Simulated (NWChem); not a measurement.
**Atomisation of H3BF2O**

```
B
F 1 1.3573
F 1 1.3573 2 114.79
H 1 1.2064 2 118.41 3 -147.76
O 1 1.8318 4 102.13 2 106.71
H 5 0.9719 1 104.29 4 -124.52
H 5 0.9719 6 105.96 1 109.74
```
Charge 0, spin multiplicity 1.

Everything below was run with NWChem. All single points use one geometry, from B3LYP/def2-SVP, a minimum by its harmonic frequencies.

Basis set: def2-TZVP. The atomisation energy is electronic alone: no zero-point, thermal, spin-orbit or counterpoise terms. No value is extrapolated to the basis-set limit. Free atoms are single determinants with multiplicities B 2, H 2, F 2, O 3. Correlated methods freeze the same cores in atoms and molecule, 4 orbitals in all.

```csv
method,atomisation energy (kcal/mol),relative cost
BP86,660.5,under 3
PBE,656.9,under 3
HF,474.6,1
LDA (SVWN5),750.3,under 3
B3LYP,641.0,under 3
M06-2X,651.4,under 3
PBE0,639.2,under 3
r2SCAN,648.3,under 3
MP2,648.4,under 3
```

The values span 275.7 kcal/mol, from HF (lowest) to LDA (SVWN5) (highest). Costs are rough ratios of processor time within this set of runs, SCF included, with HF as 1. Costs are the molecule's.

B3LYP has NWChem's definition, with VWN1-RPA local correlation. The structure started from a generated list of species. No SCF solution was tested for a lower state. Open-shell Hartree-Fock references start from PBE0 orbitals; any time given for them includes that run.
